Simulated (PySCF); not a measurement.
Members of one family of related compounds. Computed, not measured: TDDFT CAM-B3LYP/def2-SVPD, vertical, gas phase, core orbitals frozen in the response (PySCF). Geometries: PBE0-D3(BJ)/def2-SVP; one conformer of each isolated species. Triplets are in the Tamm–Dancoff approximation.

Question: Rank by computed S1–T1 gap, lowest first.
A. `[SiH3]n1c(cnc1)O[SiH3]`
B. `C=CCC1=CN=CN1[SiH3]`
C. `FCC1=CN=CN1[SiH3]`
D. `O=COc1cncn1[SiH3]`
E. `C[S@@](=O)c1cncn1[SiH3]`
F. `CSc1cncn1[SiH3]`

Answer: F (0.69 eV), A (1.12 eV), D (1.25 eV), E (1.39 eV), B (1.61 eV), C (1.89 eV).

```
                 SMILES  S1−T1 (eV)  S1 (eV)  T1 (eV)  S1 mainly    T1 mainly  f(S1)
        CSc1cncn1[SiH3]        0.69     4.74     4.05  H→L (79%)  H→L+3 (85%)  0.000
   [SiH3]Oc1cncn1[SiH3]        1.12     5.40     4.28  H→L (94%)  H→L+4 (84%)  0.001
      O=COc1cncn1[SiH3]        1.25     5.22     3.97  H→L (97%)    H→L (72%)  0.181
C[S@@](=O)c1cncn1[SiH3]        1.39     5.57     4.18  H→L (63%)    H→L (69%)  0.073
      C=CCc1cncn1[SiH3]        1.61     5.86     4.26  H→L (86%)  H→L+3 (53%)  0.064
        FCc1cncn1[SiH3]        1.89     6.11     4.22  H→L (85%)    H→L (50%)  0.159
```

H and L stand for HOMO and LUMO. For `CSc1cncn1[SiH3]`, `[SiH3]Oc1cncn1[SiH3]` and `C=CCc1cncn1[SiH3]` the leading configurations of S1 and T1 differ. Singlets come from full response and triplets from the Tamm–Dancoff approximation.
